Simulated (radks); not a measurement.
Results of a calculation; reference values are marked as such.
All-electron atom: neutral rhenium in [Xe] 4f14 5d5 6s1 5f1 (not the ground configuration). Level of theory: Dirac Kohn-Sham, PBE, spin-unpolarised, spherical densities, point nucleus; open shells fill j = l - 1/2 first (a radial shooting solver on a logarithmic mesh with Libxc functionals). Some entries of the table are withheld. Estimate them.

orbital,occ.,eigenvalue (Ry),<r> (bohr)
1s1/2,2,-5260.205,0.01803
2s1/2,2,-911.6855,0.07557
2p1/2,2,-872.2508,0.06246
2p3/2,4,-766.4232,0.07054
3s1/2,2,-211.3669,0.1969
3p1/2,2,-193.7916,(1)
3p3/2,4,-170.8091,(2)
3d3/2,4,(3),0.1765
3d5/2,6,(4),0.1811
4s1/2,2,-44.42902,0.4404
4p1/2,2,-37.10035,0.4450
4p3/2,4,-31.73888,0.4784
4d3/2,4,-19.72144,0.4934
4d5/2,6,-18.73099,0.5048
5s1/2,2,-6.66211,1.037
5p1/2,2,-4.45220,(5)
5p3/2,4,-3.64832,(6)
4f5/2,6,-3.60955,0.5763
4f7/2,8,-3.42501,0.5852
5d3/2,4,-0.84605,1.823
6s1/2,1,-0.79649,2.880
5d5/2,1,-0.77872,1.894
6p1/2,0,-0.42715,3.642
6p3/2,0,-0.36576,3.989
7s1/2,0,-0.15191,8.162
6d3/2,0,-0.08197,(7)
6d5/2,0,-0.08028,(8)
5f5/2,1,-0.03175,17.16
5f7/2,0,-0.03175,17.16

Answer. 
(1) 3p1/2 <r> (bohr): 0.1870
(2) 3p3/2 <r> (bohr): 0.2019
(3) 3d3/2 eigenvalue (Ry): -141.3451
(4) 3d5/2 eigenvalue (Ry): -136.3573
(5) 5p1/2 <r> (bohr): 1.139
(6) 5p3/2 <r> (bohr): 1.241
(7) 6d3/2 <r> (bohr): 9.940
(8) 6d5/2 <r> (bohr): 10.22
